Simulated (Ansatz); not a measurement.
SnEt3(SiMe3) (C₉H₂₄SiSn). Total charge 0; singlet. Geometry PBE-D4/def2-SVP; atoms count from 1.

Cartesian coordinates in Å:
```
Sn -0.524 0.016 -0.421
C -2.513 0.450 0.413
C -2.478 1.493 1.532
H -2.938 -0.511 0.772
H -3.156 0.785 -0.428
H -3.490 1.706 1.942
H -1.849 1.161 2.386
H -2.061 2.461 1.185
C 0.212 1.860 -1.368
C 1.580 1.688 -2.031
H 0.242 2.646 -0.584
H -0.555 2.182 -2.105
H 1.941 2.626 -2.508
H 2.358 1.380 -1.300
H 1.561 0.911 -2.824
C -0.744 -1.457 -2.041
C -1.596 -0.941 -3.203
H -1.179 -2.378 -1.599
H 0.279 -1.725 -2.380
H -1.694 -1.692 -4.018
H -2.625 -0.681 -2.879
H -1.161 -0.026 -3.659
Si 1.129 -0.731 1.438
C 2.546 -1.750 0.682
C 1.851 0.812 2.282
C 0.222 -1.784 2.735
H 3.260 -2.075 1.469
H 3.111 -1.159 -0.068
H 2.160 -2.658 0.175
H 2.385 1.456 1.552
H 1.053 1.424 2.750
H 2.573 0.526 3.077
H -0.615 -1.220 3.195
H -0.199 -2.706 2.284
H 0.915 -2.089 3.549
```

In the def2 sets Sn takes a core potential; there is no spin–orbit coupling.

Q: Estimate the Mulliken populations of the heavy atoms from the PBE0/def2-TZVP orbitals of Ansatz.

A: 
| atom | charge (e) |
| --- | --- |
| Sn1 | 0.74 |
| C2 | -0.44 |
| C3 | -0.38 |
| C9 | -0.47 |
| C10 | -0.37 |
| C16 | -0.45 |
| C17 | -0.38 |
| Si23 | 0.08 |
| C24 | -0.47 |
| C25 | -0.46 |
| C26 | -0.47 |
Mulliken values depend strongly on the basis.

Q: And the Mayer bond orders between heavy atoms (over 0.3)?

A: Sn1–C2 0.87 (2.20 Å); Sn1–C9 0.86 (2.20 Å); Sn1–C16 0.88 (2.20 Å); Sn1–Si23 0.89 (2.60 Å); C2–C3 0.99 (1.53 Å); C9–C10 0.99 (1.53 Å); C16–C17 1.00 (1.53 Å); Si23–C24 0.99 (1.90 Å); Si23–C25 0.96 (1.90 Å); Si23–C26 0.99 (1.90 Å).
